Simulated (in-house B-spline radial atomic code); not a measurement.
Results of a calculation; reference values are marked as such.
# Making a Troullier-Martins s channel for Cd, r_c = 2.42 bohr

Cd, [Kr] 4d10 5s2, non-relativistic LDA (VWN5), spherical and spin-unpolarised, from an all-electron radial atomic-structure program (B-spline basis) (atomic units). The all-electron 5s level is ε = -0.204228 hartree, its outermost node lies just inside 1.11 bohr and its outer maximum at 2.42 bohr.

Inside r_c the pseudo-orbital is u(r) = r^1 exp(p(r)), with p = c0 + c2 r² + c4 r⁴ + … + c12 r¹². The seven coefficients follow from p and its first four derivatives at r_c, from zero curvature of the screened potential at the origin, c4 = −c2²/(2l + 5), and from the norm inside r_c. At r_c the all-electron orbital has P = 0.6391672, P' = 0.00252553, the screened potential V = -0.520061, V' = 0.5100618, V'' = -0.7869562, and the norm inside is Q = 0.3419159.

(1) What are p, p' and p'' at r_c?

For a trial c2 the five matching conditions are linear in c0, c6, c8, c10 and c12, and c2 is varied until the norm inside r_c equals Q. The root nearest zero gives:

| n | c_n |
| --- | --- |
| 0 | -2.289752 |
| 2 | 0.6672038 |
| 4 | -0.08903217 |
| 6 | -0.01972537 |
| 8 | 0.006606916 |
| 10 | -0.0006872884 |
| 12 | 2.55173e-05 |

(2) Check c4 and p(r_c), and find the screened pseudopotential at the origin.

Orbitals and screened potentials:

```csv
r (bohr),P,u,V all-electron,V pseudo
0.242,0.1664,0.02548,-85.94,1.794
0.605,-0.244,0.07724,-16.09,1.686
0.968,-0.1381,0.1675,-5.502,1.177
1.331,0.2243,0.3144,-2.402,0.1863
1.694,0.4811,0.4873,-1.272,-0.6774
2.057,0.6059,0.6055,-0.7733,-0.7731
2.42,0.6392,0.6392,-0.5201,-0.5201
```

Logarithmic derivatives P'/P at R = 2.72 bohr, for energies E around ε:

| E − ε (hartree) | all-electron | pseudo |
| --- | --- | --- |
| -0.5 | 0.685827 | 0.681927 |
| -0.25 | 0.337535 | 0.335859 |
| -0.1 | 0.0692643 | 0.0688712 |
| 0 | -0.148169 | -0.148169 |
| 0.1 | -0.410404 | -0.411123 |
| 0.25 | -0.935493 | -0.943317 |
| 0.5 | -2.65296 | -2.76739 |

(3) With P(R) = 0.6244412 and a norm of 0.4625744 inside R, what slope in energy does norm conservation fix?

## Answers

(1) p = ln(P/r_c^1) = ln(0.6391672/2.42) = -1.33136. p' = P'/P − 1/r_c = 0.00395 − 0.41322 = -0.40927. The radial equation gives p'' = 2(V − ε) − 2(1) p'/r_c − p'² = -0.63167 − (-0.33824) − 0.16750 = -0.46093. Differentiating, p''' = 2V' + 2(1)p'/r_c² − 2(1)p''/r_c − 2p'p'' = 0.884, and p'''' = 2V'' − 4(1)p'/r_c³ + 4(1)p''/r_c² − 2(1)p'''/r_c − 2p''² − 2p'p''' = -2.2051.

(2) −c2²/5 = -0.0890322, as listed. The terms c_n r_c^n are -2.28975, 3.90741, -3.05357, -3.96203, 7.77180, -4.73470, 1.02948, which sum to -1.33136. Inverting the radial equation, V_l(r) = ε + 1 p'/r + (p'' + p'²)/2, so V_l(0) = ε + (2l + 3) c2 = -0.204228 + 3 × (0.667204) = 1.7974 hartree, finite where the all-electron potential diverges.

(3) d(P'/P)/dE = −2 × (norm inside R)/P(R)² = -2.3726 per hartree·bohr at E = ε, for both atoms, since orbital and norm agree at R. Differences over ±0.1 hartree give -2.3983 (all-electron) and -2.4000 (pseudo), which also hold third-order terms. Half a hartree below ε the two curves differ by -0.0039.
